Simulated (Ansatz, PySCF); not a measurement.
System: C₅H₅S, net charge 0, doublet state. It need not be the lowest isomer of its formula. SMILES: c1[c]c(C)sc1
Geometry: optimised at B3LYP-D3(BJ)/def2-TZVP (Ansatz, a program for electronic structure).

Quantity: atomisation energy (electronic, to ground-state atoms), in kcal/mol. Correlated levels leave the core frozen unless marked. Open shells are spin-unrestricted. Spin-orbit coupling is left out. Non-relativistic. The coupled-cluster limit lacks core correlation, which all-electron functionals hold. Basis-set limits of correlation are two-point, X^-3; Hartree-Fock from the larger set. The bracket is a focal-point correction in the basis named.

```
level                                                                 program  atomisation energy (kcal/mol)  minus last row
-------------------------------------------------------------  --------------  -----------------------------  --------------
revPBE/def2-TZVPD                                                      Ansatz                         1134.7             0.7
B97M-V/def2-TZVPD                                                      Ansatz                         1146.4            12.4
B3LYP-D4/def2-TZVPD                                            Ansatz + dftd4                         1139.0             5.0
PBE0/def2-TZVPD                                                        Ansatz                         1155.8            21.8
M06-2X/def2-TZVPD                                                       PySCF                         1139.5             5.5
HSE06-D4/def2-TZVPD                                            Ansatz + dftd4                         1162.6            28.6
RI-MP2/CBS(cc-pV(T+d)Z,cc-pV(Q+d)Z)+[CCSD(T)-MP2]/cc-pV(T+d)Z          Ansatz                         1134.0             0.0
```

The UHF reference is spin-contaminated (<S^2> 0.38 over the pure value in the largest basis).
